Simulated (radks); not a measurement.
The numbers below are computed, except where a source is named.
The nuclear charge of the molybdenum ion Mo2+ is varied continuously with 40 electrons held in [Kr] 4d4. Level of theory: scalar-relativistic Kohn-Sham, LDA (Slater exchange, Perdew-Wang correlation), spin-polarised, spherical densities, point nucleus; open shells are filled with parallel spins first (spin-orbit coupling, left out, can overturn this in heavy ions) (a radial shooting solver on a logarithmic mesh with Libxc functionals). By the Hellmann-Feynman theorem dE/dZ = E(electron-nucleus)/Z, the electronic potential at the nucleus. The scalar-relativistic energy here is not variational (the density holds large components alone), so the two differ by a part that grows with Z.

| Z | E (hartree) | E(electron-nucleus)/Z (hartree) | HOMO | e(HOMO) (eV) | <r> HOMO (bohr) |
|---|---|---|---|---|---|
| 41.5 | -3928.59115 | -227.789 | 4d | -15.774 | 1.856 |
| 41.75 | -3985.89950 | -229.643 | 4d | -18.811 | 1.782 |
| 42 | -4043.67409 | -231.497 | 4d | -22.026 | 1.717 |
| 42.25 | -4101.91487 | -233.350 | 4d | -25.411 | 1.658 |
| 42.5 | -4160.62185 | -235.203 | 4d | -28.958 | 1.605 |
| 42.75 | -4219.79512 | -237.057 | 4d | -32.662 | 1.557 |
| 43 | -4279.43482 | -238.911 | 4d | -36.517 | 1.512 |

The central difference of E at Z = 42 is -232.031 hartree, to compare with the third column; the second derivative is -7.46 hartree.
